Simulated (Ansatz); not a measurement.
Calculated with Ansatz (gas phase, PBE0-D4/def2-TZVP geometries, no zero-point term in ΔE). CCSD(T)/CBS adds triple-zeta CCSD(T) − MP2 to the extrapolated MP2 energy (def2 sets, frozen cores). This one scheme is used for every species. Functionals use def2-TZVPP. HSE06 is defined as in plane-wave codes. Elements past krypton have def2 core potentials. For Se, Sn outer-core shells are correlated without core-valence functions, which leaves a few kJ/mol of doubt a bond. Scalar relativity is left out up to krypton. One conformer a species, not always the lowest.

`C[Se][Sn]([CH3])([F])[Cl]` + `F[SiH2]Cl` → `C[Se][SiH2]Cl` + `[CH3][Sn]([F])([F])[Cl]`  (redistribution)

(1) Is it downhill or uphill in electronic energy at CCSD(T)/CBS, and by how much? (Estimate.)

(2) What do these levels give: B97M-V, PBE0-D4, HSE06-D4, revPBE, BLYP, MP2/def2-TZVPP, CCSD/def2-TZVPP, CCSD(T)/def2-TZVPP, HF/def2-QZVPP, SCS-MP2/def2-QZVPP, HF/CBS(def2), MP2/CBS(def2)? (An estimate is asked.)

Largest T1 diagnostic among the species: 0.013.

## Answers

(1) The calculation gave: Uphill: ΔE = +1.09 eV.

(2) Computed: B97M-V 0.97, PBE0-D4 1.02, HSE06-D4 1.02, revPBE 0.91, BLYP 1.01, MP2/def2-TZVPP 1.14, CCSD/def2-TZVPP 1.11, CCSD(T)/def2-TZVPP 1.09, HF/def2-QZVPP 1.15, SCS-MP2/def2-QZVPP 1.11, HF/CBS(def2) 1.14, MP2/CBS(def2) 1.13 eV.

From BLYP to BHLYP (50 % exact exchange), in def2-TZVPP and without D4, ΔE moves by +0.11 eV. At CCSD(T), def2-SVP lies −0.07 eV from the extrapolated value and def2-TZVPP +0.00 eV. Leaving LDA and LC-ωPBE aside and taking each functional with its dispersion term where it has one, the values, not all of them listed here, spread over 0.24 eV, from revPBE-D4 to BHLYP-D4. LDA lies +0.08 eV from PBE without D4.
